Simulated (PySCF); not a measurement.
Choosing a molecule for a target property.

Species are written as SMILES; each is one conformer at its optimised geometry, gas phase, non-relativistic unless stated. Electronic properties by PySCF.

The conformers computed, where there is a choice (atom-mapped SMILES and torsion angles):
- `[CH3:1][CH2:2][C@@H:3]([F:4])[CH:5]=[O:6]`: C1–C2–C3–F4 66°, C2–C3–C5–O6 56°
- `[N:1]#[C:2]/[CH:3]=[CH:4]/[c:5]1[cH:6][cH:7][cH:8][s:9]1`: C3–C4–C5–C6 0°
- `[CH3:1][C:2]([CH3:3])([F:4])[CH:5]=[O:6]`: C1–C2–C5–O6 68°
- `[CH3:1][Si:2]([CH3:3])([CH3:4])[PH:5][SiH3:6]`: C1–Si2–P5–Si6 -53°

(1) Wanted: electronic spatial extent ⟨r²⟩ about the centre of nuclear charge above 1600 bohr² (PBE0/def2-SVPD) and smallest rotational constant below 0.9 GHz (GFN2-xTB), at GFN2-xTB geometries. Which candidate meets both?
A. `N#C/C=C/c1cccs1`
B. `CC[C@@H](F)C=O`
C. `C[Si](C)(C)P[SiH3]`
D. `Cl[C@@H]1[C@H]2[C@H](Cl)[C@H]3[C@@H]1[C@@H]23`
E. `CC(C)(F)C=O`

(2) Wanted: lowest triplet excitation (Tamm–Dancoff) above 3 eV (TDA PBE0/def2-SVPD) and static isotropic polarisability above 100 au (PBE0/def2-SVPD), at GFN2-xTB geometries. Which candidate meets both?
A. `N#C/C=C/c1cccs1`
B. `Cl[C@@H]1[C@H]2[C@H](Cl)[C@H]3[C@@H]1[C@@H]23`
C. `CC[C@@H](F)C=O`
D. `C[Si](C)(C)P[SiH3]`

## Answers

(1) A. Computed values:
```
                                      species  electronic spatial extent ⟨r²⟩ about the centre of nuclear charge  smallest rotational constant
                                  CC(C)(F)C=O                                                          557 bohr²                     2.791 GHz
                               CC[C@@H](F)C=O                                                          661 bohr²                     1.818 GHz
                           C[Si](C)(C)P[SiH3]                                                         1410 bohr²                     0.992 GHz
Cl[C@@H]1[C@H]2[C@H](Cl)[C@H]3[C@@H]1[C@@H]23                                                         1421 bohr²                     0.755 GHz
                              N#C/C=C/c1cccs1                                                         1771 bohr²                     0.582 GHz
```

(2) D. Computed values:
```csv
species,lowest triplet excitation (Tamm–Dancoff),static isotropic polarisability
N#C/C=C/c1cccs1,2.43 eV,116.8 au
CC[C@@H](F)C=O,3.56 eV,53.0 au
C[Si](C)(C)P[SiH3],5.33 eV,120.4 au
Cl[C@@H]1[C@H]2[C@H](Cl)[C@H]3[C@@H]1[C@@H]23,6.33 eV,88.4 au
```
